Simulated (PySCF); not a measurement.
The same groups moved round the core (trisilane hydroxy+silyl). Gas-phase values, no solvent. One relaxed conformer stands for each flexible species; it need not be the lowest. Strings in code marks are SMILES.

Method: PySCF with ωB97X-D3(BJ)/def2-TZVP // PBE0-D3(BJ)/def2-TZVP. All candidates: neutral, multiplicity 1. Excitations are Tamm–Dancoff values on a coarser integration grid. The basis has no diffuse functions, so Rydberg states are missing or too high.

- brightest of the four lowest singlets (TDA): 7.15 eV
- HOMO–LUMO gap: 11.38 eV
- T1 excitation (TDA): 5.78 eV

**Question.** Identify which member has these values.
(A) `O[SiH2][SiH]([SiH3])[SiH3]` (H–O–Si–Si torsion 180°, O–Si–Si–Si torsion -62°)
(B) `O[SiH2][SiH2][SiH2][SiH3]`
(C) `O[Si@@H]([SiH3])[SiH2][SiH3]` (H–O–Si–Si torsion 56°, Si–Si–Si–Si torsion 172°)

**Answer.** B, `O[SiH2][SiH2][SiH2][SiH3]`. The others give `O[SiH2][SiH]([SiH3])[SiH3]` (H–O–Si–Si torsion 180°, O–Si–Si–Si torsion -62°): 6.42 eV, 11.43 eV, 5.72 eV; `O[Si@@H]([SiH3])[SiH2][SiH3]` (H–O–Si–Si torsion 56°, Si–Si–Si–Si torsion 172°): 6.71 eV, 10.73 eV, 5.10 eV
